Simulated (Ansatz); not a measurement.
`C[Si](C)(C)C#Cc1ccc(-c2ccc(-c3ccc(-c4ccc(C#C[Si](C)(C)C)cc4)cc3)cc2)cc1`. The state is a singlet with charge 0. Geometry PBE-D4/def2-SVP; atoms count from 1.

```xyz
70

C     4.765  -10.804    5.857
Si    3.833  -11.070    4.233
C     4.973  -11.845    2.940
C     2.314  -12.160    4.516
C     3.265   -9.428    3.605
C     2.885   -8.328    3.185
C     2.447   -7.062    2.701
C     3.318   -6.222    1.962
C     2.884   -4.983    1.490
C     1.567   -4.522    1.730
C     1.111   -3.206    1.226
C     0.148   -2.444    1.927
C    -0.282   -1.202    1.452
C     0.228   -0.657    0.251
C    -0.227    0.658   -0.252
C     0.642    1.513   -0.968
C     0.213    2.755   -1.443
C    -1.110    3.206   -1.227
C    -1.566    4.522   -1.730
C    -2.906    4.727   -2.137
C    -3.340    5.965   -2.613
C    -2.446    7.062   -2.701
C    -2.885    8.328   -3.185
C    -3.266    9.427   -3.605
Si   -3.835   11.069   -4.233
C    -3.038   12.422   -3.180
C    -3.301   11.241   -6.039
C    -5.718   11.144   -4.092
C    -1.102    6.862   -2.295
C    -0.677    5.620   -1.821
C    -1.980    2.351   -0.511
C    -1.550    1.110   -0.035
C     1.192   -1.419   -0.450
C     1.621   -2.661    0.025
C     0.702   -5.364    2.468
C     1.126   -6.605    2.944
H     5.122  -11.772    6.266
H     5.645  -10.147    5.707
H     4.111  -10.329    6.617
H     5.856  -11.201    2.752
H     4.443  -11.987    1.977
H     5.337  -12.836    3.283
H     1.749  -12.306    3.573
H     1.629  -11.702    5.258
H     2.615  -13.159    4.896
H     4.349   -6.556    1.773
H     3.591   -4.340    0.944
H    -0.244   -2.815    2.886
H    -1.004   -0.622    2.046
H     1.684    1.203   -1.142
H     0.914    3.384   -2.011
H    -3.615    3.887   -2.106
H    -4.383    6.100   -2.934
H    -3.355   13.427   -3.528
H    -1.932   12.371   -3.238
H    -3.328   12.319   -2.114
H    -2.198   11.176   -6.135
H    -3.626   12.219   -6.451
H    -3.745   10.439   -6.662
H    -6.043   11.024   -3.039
H    -6.193   10.339   -4.690
H    -6.101   12.118   -4.462
H    -0.397    7.705   -2.347
H     0.364    5.503   -1.486
H    -3.012    2.675   -0.307
H    -2.261    0.466    0.503
H     1.583   -1.047   -1.408
H     2.343   -3.241   -0.570
H    -0.337   -5.049    2.647
H     0.434   -7.249    3.507
```

Single mean-field runs in def2-SVP are fitted with def2-universal-jkfit.

(1) Estimate the Mulliken populations of the heavy atoms from the PBE0/def2-SVP orbitals of Ansatz.

(2) And the Mayer bond orders between heavy atoms (over 0.3)?

## Answers

(1) 
```
atom  charge (e)
  C1       -0.33
 Si2        0.53
  C3       -0.33
  C4       -0.33
  C5       -0.39
  C6        0.14
  C7       -0.07
  C8        0.02
  C9       -0.04
 C10        0.03
 C11        0.03
 C12       -0.04
 C13       -0.04
 C14        0.03
 C15        0.03
 C16       -0.03
 C17       -0.03
 C18        0.03
 C19        0.03
 C20       -0.04
 C21        0.02
 C22       -0.07
 C23        0.14
 C24       -0.39
Si25        0.53
 C26       -0.33
 C27       -0.33
 C28       -0.33
 C29        0.02
 C30       -0.04
 C31       -0.03
 C32       -0.03
 C33       -0.04
 C34       -0.04
 C35       -0.04
 C36        0.02
```
Mulliken values depend strongly on the basis.

(2) C1–Si2 1.02 (1.89 Å); Si2–C3 1.02 (1.89 Å); Si2–C4 1.02 (1.89 Å); Si2–C5 0.85 (1.85 Å); C5–C6 2.74 (1.24 Å); C6–C7 0.99 (1.43 Å); C7–C8 1.34 (1.42 Å); C7–C36 1.34 (1.42 Å); C8–C9 1.41 (1.40 Å); C9–C10 1.36 (1.42 Å); C10–C11 1.02 (1.48 Å); C10–C35 1.36 (1.42 Å); C11–C12 1.36 (1.41 Å); C11–C34 1.36 (1.41 Å); C12–C13 1.41 (1.40 Å); C13–C14 1.36 (1.41 Å); C14–C15 1.02 (1.48 Å); C14–C33 1.36 (1.41 Å); C15–C16 1.36 (1.41 Å); C15–C32 1.36 (1.41 Å); C16–C17 1.41 (1.40 Å); C17–C18 1.36 (1.41 Å); C18–C19 1.02 (1.48 Å); C18–C31 1.36 (1.41 Å); C19–C20 1.36 (1.42 Å); C19–C30 1.36 (1.42 Å); C20–C21 1.41 (1.40 Å); C21–C22 1.34 (1.42 Å); C22–C23 0.99 (1.43 Å); C22–C29 1.34 (1.42 Å); C23–C24 2.74 (1.24 Å); C24–Si25 0.85 (1.85 Å); Si25–C26 1.02 (1.89 Å); Si25–C27 1.02 (1.89 Å); Si25–C28 1.02 (1.89 Å); C29–C30 1.41 (1.40 Å); C31–C32 1.41 (1.40 Å); C33–C34 1.41 (1.40 Å); C35–C36 1.41 (1.40 Å).
